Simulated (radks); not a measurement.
Task: All-electron atom: the oxygen ion O+ in [He] 2s2 2p2.5 3s0.5 (fractional occupations, a model configuration). All-electron calculation, Dirac Kohn-Sham, PBEsol, spin-unpolarised, spherical densities, finite nucleus; open shells are shared between the two j in proportion to 2j + 1; Fermi nuclear charge, rms radius 2.6991 fm. Program: a radial shooting solver on a logarithmic mesh with Libxc functionals. Some entries of the table are withheld. Estimate them.

| orbital | occ. | eigenvalue (hartree) | <1/r> (bohr^-1) |
|---|---|---|---|
| 1s1/2 | 2 | -19.80341 | 7.622 |
| 2s1/2 | 2 | -1.63448 | (1) |
| 2p1/2 | 0.833333 | (2) | 1.255 |
| 2p3/2 | 1.66667 | (3) | 1.253 |
| 3s1/2 | 0.5 | (4) | (5) |
| 3p1/2 | 0 | -0.19959 | (6) |
| 3p3/2 | 0 | -0.19946 | (7) |

Result: 
(1) 2s1/2 <1/r> (bohr^-1): 1.370
(2) 2p1/2 eigenvalue (hartree): -1.08042
(3) 2p3/2 eigenvalue (hartree): -1.07867
(4) 3s1/2 eigenvalue (hartree): -0.28560
(5) 3s1/2 <1/r> (bohr^-1): 0.3549
(6) 3p1/2 <1/r> (bohr^-1): 0.2966
(7) 3p3/2 <1/r> (bohr^-1): 0.2964
